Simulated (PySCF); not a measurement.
From one molecule to another.

First species: C5H10OSSi2.
InChI=1S/C5H10OSSi2/c1-6-9-8-5-3-2-4-7-5/h2-4H,8-9H2,1H3

Second species: C₁₁H₁₀.
Structure used (GFN2-xTB), in Å, numbered top down from 1:
```xyz
21
C11H10 angstrom
C      1.417    2.974    0.666
C      0.991    1.878    0.420
C      0.473    0.594    0.133
C      1.323   -0.507   -0.114
C      2.807   -0.297   -0.066
C      0.793   -1.757   -0.393
C     -0.580   -2.010   -0.450
C     -1.392   -0.931   -0.208
C     -0.882    0.333    0.076
C     -2.249    0.948    0.212
C     -2.821   -0.464   -0.104
H      1.789    3.931    0.881
H      3.340   -1.221   -0.273
H      3.105    0.069    0.916
H      3.105    0.454   -0.798
H      1.478   -2.574   -0.576
H     -0.954   -2.998   -0.674
H     -2.482    1.714   -0.526
H     -2.484    1.327    1.205
H     -3.392   -0.529   -1.029
H     -3.394   -0.917    0.703
```

Levels: PBE0/pcSseg-1 for dipole moment, HOMO energy, LUMO energy and HOMO–LUMO gap; GFN2-xTB for rotational constant A and rotational constant C. Geometries: GFN2-xTB. Each species is one conformer at its optimised geometry, gas phase, non-relativistic unless stated; the electronic structure was computed with PySCF and density fitting.

Dipoles, sizes and rotational constants follow the conformer. The torsions of the flexible species, by atom-mapped SMILES:
- `[CH3:1][O:2][SiH2:3][SiH2:4][c:5]1[cH:6][cH:7][cH:8][s:9]1`: C1–O2–Si3–Si4 -179°, O2–Si3–Si4–C5 179°, Si3–Si4–C5–C6 -105°

Values for the first species:

- Dipole moment: 1.21 D
- HOMO energy: -6.82 eV
- LUMO energy: -0.68 eV
- HOMO–LUMO gap: 6.14 eV
- Rotational constant A: 2.928 GHz
- Rotational constant C: 0.403 GHz

Q: Estimate the same properties for the second species, and the change in each.

A: 
| property | first | second | second less first |
| --- | --- | --- | --- |
| dipole moment | 1.21 D | 0.47 D | -0.74 D |
| HOMO energy | -6.82 eV | -6.69 eV | +0.13 eV |
| LUMO energy | -0.68 eV | -0.97 eV | -0.29 eV |
| HOMO–LUMO gap | 6.14 eV | 5.72 eV | -0.42 eV |
| rotational constant A | 2.928 GHz | 1.693 GHz | -1.235 GHz |
| rotational constant C | 0.403 GHz | 0.676 GHz | +0.273 GHz |

On the first: The dipole matches unit charges of opposite sign 0.25 Å apart (1 e·Å = 4.8032 D).

On the second: The dipole matches unit charges of opposite sign 0.10 Å apart (1 e·Å = 4.8032 D).
